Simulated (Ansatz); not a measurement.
Total energies of Ba₂S₂⁻ (the lowest doublet isomer of a short search) from Ansatz at r2SCAN-D4/def2-TZVPD, gas phase (1 Eh = 27.2114 eV = 2625.5 kJ/mol). The reference geometry is relaxed at r2SCAN-D4/def2-SVPD.

| atom | x (Å) | y (Å) | z (Å) |
| --- | --- | --- | --- |
| Ba1 | -0.894 | -0.045 | 1.814 |
| Ba2 | 0.894 | 0.045 | -1.814 |
| S3 | -1.749 | -0.472 | -0.874 |
| S4 | 1.749 | 0.472 | 0.874 |

```csv
state,geometry,energy (Eh)
charge -1 doublet,reference,-847.58605
charge 0 singlet,reference,-847.56830
charge -1 quartet,relaxed at r2SCAN-D4/def2-SVPD,-847.52079
```

In the def2 sets Ba takes a core potential; there is no spin–orbit coupling.

Other spin states of the ions weren't run at this level and may lie lower.

Task: Work out the vertical ionisation energy to the singlet.

Result: E(charge 0 singlet) − E(charge -1 doublet) = -847.56830 − (-847.58605) = 0.01775 Eh = 0.48 eV. For comparison, −ε of the highest occupied level of the spin that leaves is -0.53 eV at this level, 1.01 eV less.

Task: Which of the charge -1 states is lowest, and how far above it are the others?

Result: The doublet. quartet: -847.52079 − (-847.58605) = 0.06526 Eh = 171.3 kJ/mol.

At r2SCAN-D4/def2-TZVPD the highest occupied level of the charge -1 doublet lies above zero (up to 0.53 eV). By energy differences its removal costs 0.48 eV (vertical, to the charge 0 singlet, at r2SCAN-D4/def2-TZVPD); a positive level beside a positive removal energy at the same level points to self-interaction error. At r2SCAN-D4/def2-TZVPD the highest occupied level of the charge -1 quartet lies above zero (up to 0.27 eV). It is a level of α spin, whose loss leaves a triplet; that state wasn't run at this geometry and level. The electron is either unbound and held by the finite basis, or the level is raised by self-interaction error. At r2SCAN-D4/def2-TZVPD the gap within one spin of the charge -1 doublet nearly closes, so an electron or hole may be smeared out by delocalisation error. 

The structure comes from a short search, and lower isomers may exist.
